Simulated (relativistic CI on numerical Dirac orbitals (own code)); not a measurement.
# Mg III: from the plainest model towards the measured levels

Calculated with a relativistic CI code on KLI orbitals (one set per configuration, finite nucleus), adding one ingredient at a time: step 1, Dirac-Coulomb, each configuration alone; step 2, with Breit and QED terms; step 3, with configuration mixing; step 4, with scaled Slater integrals (0.85); step 5, with a P86 correlation estimate; step 6, tied to the ionisation limit. P86 is a density functional for the correlation energy, evaluated here for each configuration and added to its levels. Step 6 is semi-empirical: configurations made of the next ion and one excited electron move by 4600 cm⁻¹, so that their limit matches the tabulated ionisation energy, and those with a non-penetrating f or g electron also take the P86 value of the least penetrating other one.

CI space (outside the closed core 1s2): 2s²2p⁶, 2s²2p⁵3s, 2s²2p⁵3p, 2s²2p⁵3d, 2s²2p⁵4p, 2s²2p⁵4s, 2s²2p⁵4d, 2s²2p⁵4f, 2s2p⁶3s, 2s2p⁶3p.

Computed minus measured energy above the ground level, in cm⁻¹, for 12 of the 22 excited levels that pair in every step (one J of a term; a digit in brackets numbers repeated terms):

```tsv
Configuration	Term	J	Measured	Step 1	Step 2	Step 3	Step 4	Step 5	Step 6
2s²2p⁵3s	3P°	2	425640	-9740	-9791	-10231	-9898	-3020	1576
2s²2p⁵3s	1P°	1	431530	-9208	-9337	-9610	-10107	-3229	1369
2s²2p⁵3p	3S	1	467378	-9211	-9316	-10966	-9380	-2226	2356
2s²2p⁵3p	3D	3	474053	-10712	-10791	-10786	-10461	-3314	1286
2s²2p⁵3p	1P	1	478374	-10638	-10770	-10753	-10949	-3802	798
2s²2p⁵3p	3P	0	479265	-10687	-10840	-10826	-11087	-3940	660
2s²2p⁵3p	1S	0	496012	1610	1497	-3483	-7984	-766	3834
2s²2p⁵3d	3P°	0	530178	-11559	-11637	-11951	-11534	-4130	466
2s²2p⁵3d	3F°	4	531563	-11654	-11741	-11720	-11580	-4178	421
2s²2p⁵3d	3D°	1	534198	-11119	-11234	-11317	-11581	-4178	421
2s²2p⁵3d	1P°	1	536152	-10238	-10428	-10889	-11297	-3890	707
2s²2p⁵4p	2[5/2]	3	561799	-12244	-12325	-12285	-12170	-3857	743
```

Mean absolute errors in cm⁻¹, over all paired levels and for the configurations:

| Configuration, levels | Step 1 | Step 2 | Step 3 | Step 4 | Step 5 | Step 6 |
| --- | --- | --- | --- | --- | --- | --- |
| all, 22 | 10338 | 10449 | 10746 | 10813 | 3554 | 1044 |
| 2s²2p⁵3s, 4 | 9556 | 9678 | 10076 | 9961 | 3083 | 1514 |
| 2s²2p⁵3p, 8 | 9352 | 9449 | 9897 | 10240 | 3083 | 1514 |
| 2s²2p⁵3d, 9 | 11351 | 11473 | 11628 | 11551 | 4148 | 450 |
| 2s²2p⁵4p, 1 | 12244 | 12325 | 12285 | 12170 | 3857 | 743 |

Measured levels: NIST levels in Kelleher and Podobedova, J. Phys. Chem. Ref. Data 37, 267 (2008); Martin and Zalubas, J. Phys. Chem. Ref. Data 9, 1 (1980).

The mean absolute error is lowest at step 6 (1044 cm⁻¹), and the largest single drop is from step 4 to 5 (10813 to 3554). Mixing lowers the ground level by 25; relative to it the configurations that move most are 2s²2p⁵3p by -822, 2s²2p⁵3s by -399, 2s²2p⁵3d by -155. The P86 estimate moves 2s²2p⁵4p by +8313, 2s²2p⁵3d by +7403, 2s²2p⁵3p by +7157, and takes the mean absolute error of the excited configurations from 10813 to 3554. Step 6 takes that error from 3554 to 1044; the error more than halves for 2s²2p⁵3s, 2s²2p⁵3p, 2s²2p⁵3d, 2s²2p⁵4p.
